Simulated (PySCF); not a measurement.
Members of one family of related compounds. Theory: TDDFT PBE0/def2-SVPD, vertical, gas phase, core orbitals frozen in the response in PySCF 2.14.0, density-fitted response routines. Geometries: PBE0-D3(BJ)/def2-SVP; one conformer of each isolated species. Triplets are in the Tamm–Dancoff approximation.

Task: Rank by computed lowest singlet excitation energy, lowest first.
A. `ClB(Cl)B1NCCN1`
B. `FC(F)(F)SB1NCCN1`
C. `O([SiH3])B1NCCN1`
D. `c1coc(B2NCCN2)c1`

Result: A (3.44 eV), D (5.05 eV), C (5.32 eV), B (5.45 eV).

```csv
SMILES,S1 (eV),gap (eV),first f ≥ 0.01 (nm),HOMO (eV),LUMO (eV),S1 mainly
ClB(Cl)B1NCCN1,3.44,4.37,361,-6.28,-1.91,H→L (100%)
c1coc(B2NCCN2)c1,5.05,5.96,246,-6.22,-0.26,H→L (99%)
[SiH3]OB1NCCN1,5.32,6.39,185,-6.27,0.12,H→L (95%)
FC(F)(F)SB1NCCN1,5.45,6.62,187,-6.51,0.12,H→L (95%)
```

H and L stand for HOMO and LUMO.

- `ClB(Cl)B1NCCN1`: Löwdin shares by element: HOMO nitrogen 65%, carbon 12% (atoms not listed hold the other 24%); LUMO boron 57%, chlorine 32%.
- `c1coc(B2NCCN2)c1`: Löwdin shares by element: HOMO nitrogen 64%, carbon 12% or more (atoms not listed hold the other 23%); LUMO carbon 49% or more, oxygen 14% (atoms not listed hold the other 37%).
- `[SiH3]OB1NCCN1`: Löwdin shares by element: HOMO nitrogen 64%, carbon 13% (atoms not listed hold the other 23%); LUMO boron 29%, silicon 26%, hydrogen 7% or more, oxygen 7% (atoms not listed hold the other 30%).
- `FC(F)(F)SB1NCCN1`: Löwdin shares by element: HOMO nitrogen 64%, carbon 12% or more (atoms not listed hold the other 24%); LUMO sulfur 35%, boron 19%, hydrogen 10% or more, carbon 8% or more (atoms not listed hold the other 28%).

Without π bonds the low states are Rydberg-like; a valence basis with one diffuse set may place them up to an eV too high.
